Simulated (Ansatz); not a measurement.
Job for Ansatz (a first-principles code): U-CCSD(T)/cc-pVDZ on FGaH2 (SMILES [F][GaH2]), a point of a bond scan (R = 4.980 Å). The run froze 15 orbitals, filled d shells among them.

Ansatz 0.2 input:
```yaml
crystal:
  periodic: [false, false, false]
  atoms:
    - {symbol: Ga, position_ang: [-0.15314797, -0.29827289, 0.09911006]}
    - {symbol: H, position_ang: [2.33298819, -2.72886767, 3.66424286]}
    - {symbol: H, position_ang: [-1.47626948, -0.60250567, -0.66151679]}
    - {symbol: F, position_ang: [0.62223187, 1.21186655, -0.40267879]}
basis:
  gaussian:
    orbitals: cc-pVDZ
correlation: {method: ccsd_t, electrons: outside_noble_gas}
scf: {omitted_lower_state_checks: [cluster_reference]}
magnetization: {spin_polarized: true, initial_magnetization: 0}
```

Output:

```
WARN ansatz: RAYON_NUM_THREADS=1 ignored (pool sized by the plan → 1); use --threads N
Functional definition: HF
these checks for a lower state are left out or cut short: cluster_reference
integrals: 0.03 GiB planned
543 factors; integrals over basis functions are off by at most 9.1e-4 eV
mean field: 0.16 GiB planned
mean field evaluation 1: about -55059.4459 eV, gradient 2.3e1 eV
mean field evaluation 2: about -55059.4597 eV, gradient 2.3e1 eV
mean field evaluation 4: about -55061.8724 eV, gradient 9.4e0 eV
mean field evaluation 8: about -55064.6150 eV, gradient 3.4e-1 eV
mean field evaluation 16: about -55068.0316 eV, gradient 4.8e0 eV
mean field evaluation 32: about -55068.9082 eV, gradient 1.2e-1 eV
mean field evaluation 64: about -55063.2132 eV, gradient 2.2e1 eV
mean field evaluation 96: about -55061.3205 eV, gradient 5.4e0 eV
mean field -55068.90874796 eV, -2023.7450694404 hartree, gradient 3.8e-6 eV, S^2 1.009318; 7 other end points of the search recorded, 0 dependent functions left out
15 core orbitals not correlated, not the lowest: weight in the atoms' cores, before any rotation towards them, 0.962 or more for the frozen orbitals, at most 0.044 for the correlated occupied ones
reference -55068.90874796 eV, -2023.7450694404 hartree; 6, 6 occupied and 30, 30 virtual orbitals, 543 factors
second order -6.51559049 eV of doubles, -0.00000000 eV of singles
coupled cluster: 0.09 GiB planned
cycle   1  -6.54978895 eV  change   -3.4e-2 eV  update   8.1e-2
cycle   2  -6.74020663 eV  change   -1.9e-1 eV  update   2.9e-2
cycle   3  -6.81839735 eV  change   -7.8e-2 eV  update   1.9e-2
cycle   4  -6.81769096 eV  change    7.1e-4 eV  update   5.5e-3
cycle   5  -6.81510050 eV  change    2.6e-3 eV  update   2.6e-3
cycle   6  -6.81612243 eV  change   -1.0e-3 eV  update   9.9e-4
cycle   7  -6.81626559 eV  change   -1.4e-4 eV  update   4.6e-4
cycle   8  -6.81621625 eV  change    4.9e-5 eV  update   1.9e-4
cycle   9  -6.81626751 eV  change   -5.1e-5 eV  update   9.8e-5
cycle  10  -6.81626489 eV  change    2.6e-6 eV  update   6.5e-5
cycle  11  -6.81626567 eV  change   -7.7e-7 eV  update   5.9e-5
cycle  12  -6.81627808 eV  change   -1.2e-5 eV  update   5.5e-5
cycle  13  -6.81627519 eV  change    2.9e-6 eV  update   4.9e-5
cycle  14  -6.81628332 eV  change   -8.1e-6 eV  update   3.0e-5
cycle  15  -6.81628163 eV  change    1.7e-6 eV  update   1.3e-5
coupled cluster: 0.09 GiB planned
perturbative correction -0.11894294 eV, -0.0043710724 hartree
Total energy: -55075.84397252 eV, -2023.9999342423 hartree
Checks for a lower state left out: cluster_reference
```

Self-consistency was reached. Its determinant has ⟨S²⟩ = 1.01, a mixture of spin states.

Cost: very roughly 4 core-seconds.
